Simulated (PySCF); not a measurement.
Molecule: Pivaloyl Chloride (C(C(C)(C)C)(=O)Cl, C$_{5}$H$_{9}$ClO).

Geometry:
| atom | x (Å) | y (Å) | z (Å) |
| --- | --- | --- | --- |
| C1 | 0.087 | 1.398 | -0.642 |
| C2 | -0.062 | 0.033 | 0.029 |
| C3 | -0.132 | -1.076 | -1.028 |
| C4 | 1.107 | -0.220 | 0.987 |
| C5 | -1.370 | 0.046 | 0.811 |
| O6 | -2.159 | 0.924 | 0.865 |
| Cl7 | -1.686 | -1.482 | 1.716 |
| H8 | 0.128 | 2.206 | 0.104 |
| H9 | 1.017 | 1.420 | -1.230 |
| H10 | -0.756 | 1.607 | -1.315 |
| H11 | 0.801 | -1.080 | -1.611 |
| H12 | -0.968 | -0.910 | -1.725 |
| H13 | -0.257 | -2.064 | -0.564 |
| H14 | 1.157 | 0.551 | 1.770 |
| H15 | 1.024 | -1.202 | 1.472 |
| H16 | 2.050 | -0.190 | 0.420 |

Geometry PBE0-D3(BJ)/def2-SVP throughout; GIAO in PySCF 2.14.0 with density-fitted response routines, gas phase, one conformer, non-relativistic; equivalent atoms averaged; functional PBE0.

For orientation, aug-cc-pVDZ gives these absolute shieldings σ: C5 10.1, C2 143.7, C1/C3/C4 168.0, O6 -194.1, Cl7 581.2, H8/H9/H10/H11/H12/H13/H14/H15/H16 30.06 ppm.

A run gave: C5 -4.2, C2 135.2, C1/C3/C4 158.0, O6 -235.6, Cl7 513.6, H8/H9/H10/H11/H12/H13/H14/H15/H16 30.23 ppm (absolute shieldings σ).

Problem. Which basis set was used in that run?
A. cc-pVDZ
B. def2-TZVP
C. def2-SVP
D. pcSseg-0

Solution. B. Cl7 tells them apart best: def2-TZVP gives 513.6, pcSseg-0 gives 555.6, cc-pVDZ gives 595.5, def2-SVP gives 597.2 ppm.
